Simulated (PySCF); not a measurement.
# Computed structure and properties of Yb(NO2)3

System: Yb(NO2)3 (singlet in the valence; each metal's 4f electrons, 13 of them, lie in its core potential, out of spins and levels); start: displaced along the imaginary mode (D3). Method: PySCF 2.14.0, RKS r2SCAN, Yb lcecp-1-SVP with ECP59, O def2-SVP, N def2-SVP; non-relativistic Hamiltonian with scalar-relativistic core potentials where named; density fitting; no spin-orbit coupling.

Input of the relaxation:

```python
mol = gto.M(atom='''
Yb    -0.00000    -0.00000     0.00000
O      2.03428    -0.25001     1.05001
O      2.03429     0.24999    -1.05001
N      2.74318    -0.00002     0.00000
O     -0.80062     1.88675     1.05001
O     -1.23364     1.63675    -1.05001
N     -1.37157     2.37567    -0.00000
O     -1.23366    -1.63673     1.05001
O     -0.80065    -1.88674    -1.05001
N     -1.37160    -2.37565     0.00000''',
    basis={'Yb': 'lcecp-1-SVP', 'O': 'def2-SVP', 'N': 'def2-SVP'},
    ecp={'Yb': 'lcecp-1-SVP'},
    charge=0, spin=0)
mf = dft.RKS(mol, xc='R2SCAN')
mf.grids.atom_grid = (50, 194)  # f atoms: unpruned, at least (60, 302)
mf = mf.density_fit()  # fitting sets: Yb AutoAux, O def2-universal-JKFIT, N def2-universal-JKFIT
mf.conv_tol = 1e-08; mf.max_cycle = 55
mf.kernel(dm0)  # dm0: converged density of the start geometry
# quasi-Newton relaxation in Cartesian coordinates to a largest gradient under 0.00045 Eh/bohr, steps kept in the point group
```

Run from Python with OMP_NUM_THREADS=4; the lines above give its settings. Where DIIS fails, smearing, a level shift and second-order steps follow.
It took 71 s on 4 threads of Arm Neoverse V1, with other jobs on the host, from the converged density of the start.

Course of the relaxation:

```csv
step,energy above end (eV),largest force component within the symmetry (eV/Å)
0,0.1322,1.505
1,0.0163,0.323
2,0.0062,0.070
3,0.0054,0.034
4,0.0014,0.064
5,0.0009,0.035
6,0.0004,0.015
7,0.0002,0.010
8,0.0000,0.003
```

Relaxed geometry (D3):

```xyz
10

Yb    0.0000    0.0000    0.0000
O     2.0352   -0.1527    1.0387
O     2.0352    0.1526   -1.0387
N     2.7441    0.0000    0.0000
O    -0.8854    1.8389    1.0387
O    -1.1498    1.6862   -1.0387
N    -1.3720    2.3765    0.0000
O    -1.1498   -1.6862    1.0387
O    -0.8854   -1.8389   -1.0387
N    -1.3721   -2.3765    0.0000
```

```tsv
contact	Å
Yb1–O3 (NO2)	2.290
Yb1–O5 (NO2)	2.290
Yb1–O8 (NO2)	2.290
```

On the finer grid (75, 302):

- HOMO: -7.58 eV
- LUMO: -4.45 eV
- Dipole about the centre of mass: 0.00 D
- Set of Mulliken populations of Yb1 outside the core potential: s 2.38, p 6.31, d 1.02, f 0.04
- D3(BJ) dispersion energy (not in the energies): -0.067 eV

```
atom  Mulliken (e)  Löwdin (e)  spin (e)
 Yb1          1.24        0.49      0.00
  O2         -0.35       -0.18      0.00
  O3         -0.35       -0.18      0.00
  N4          0.30        0.19      0.00
  O5         -0.35       -0.18      0.00
  O6         -0.35       -0.18      0.00
  N7          0.30        0.19      0.00
  O8         -0.35       -0.18      0.00
  O9         -0.35       -0.18      0.00
 N10          0.30        0.19      0.00
```

The 4f levels lie in the core potential and are missing. Their spin isn't counted.

No frequency check is given here. The steps kept the symmetry D3 of the start, so a lower state may lie off it.

Taking off one NO2 (charge -1, singlet; the rest: singlet) in vacuum, both parts rigid, costs 9.97 eV; the small basis without counterpoise inflates it. Most of it is the attraction of opposite charges; other ways to part are cheaper, and one spin state was tried for the rest.

Rigid scan of NO2 along the line from its metal, all other atoms held (where the atom bridges, its other bond changes as well):

(distance to the donors' midpoint (Å), energy (eV)): (1.74, 0.806), (1.84, 0.319), (1.94, 0.072), (2.04, 0.000), (2.14, 0.051), (2.24, 0.190), (2.44, 0.620), (2.74, 1.409), (3.14, 2.412), (3.64, 3.374)

One start shape was tried, so this needn't be the lowest isomer.

An lcecp potential fixes the number of 4f electrons, so in runs with it no electron can move into or out of that shell.
